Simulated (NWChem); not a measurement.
Molecule: Si2H3Br, singlet; SMILES [Si](Br)[SiH3]

Program: NWChem. Pople sets run with spherical d functions. Low-valent species are run as closed-shell singlets; no triplet was tried in these runs. Structure relaxed at the PBE0/def2-SVP level. Ions are spin-unrestricted doublets at the neutral geometry. Hybrids' shares of exact exchange are those that their runs print; pure functionals count as 0. The functionals differ in more than this share.

```csv
row,share of exact exchange,ΔSCF ionisation energy minus −ε(HOMO) (eV)
PBE/6-31G*,0.00,2.80
B3LYP/6-31G*,0.20,2.16
BHandHLYP/6-31G*,0.50,1.10
M06-2X/6-31G*,0.54,withheld
```

Q: Fit a straight line of the last column on the one before it, predict the withheld value, and compare with the run.

A: 
1. Means of the 3 shown rows: x = 0.233, y = 2.020. Slope Σ(x − x̄)(y − ȳ)/Σ(x − x̄)² = -0.4320/0.1267 = -3.411; intercept 2.816.
2. The shown rows scatter about the line by 0.019 (root mean square); the largest residual is +0.03, at B3LYP/6-31G*.
3. At x = 0.54 (M06-2X/6-31G*; beyond the shown range) the line gives 0.97.
4. The run gives 1.15, +0.18 from the line. The line crosses zero at a share of 0.83, outside the shown range.
